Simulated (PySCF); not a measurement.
C3H6OSi, SMILES C1[SiH2]C(C1)=O.

Geometry: ωB97X-D3(BJ)/def2-SVP. This is a generated structure with no PubChem entry under its InChIKey; it may be hypothetical.

Level of theory: PBE/def2-TZVP run with PySCF.

The molecule is in vacuum.

Task: Estimate the frontier levels, gap, dipole moment and polarisability. (Estimate from the structure and the level; the computed values follow.)

Result: 
The highest occupied level comes out as -5.33 eV and the lowest empty level comes out as -2.56 eV. The orbital gap is 2.78 eV and the dipole moment comes out as 2.62 D. The quadrupole, principal values (traceless, Buckingham form, about the centre of nuclear charge) comes out as -7.18, 3.17, 4.01 D·Å. The mean static polarisability comes out as 66.6 bohr³ (9.86 Å³). The polarisability, principal values is 52.6, 66.9, 80.2 bohr³.
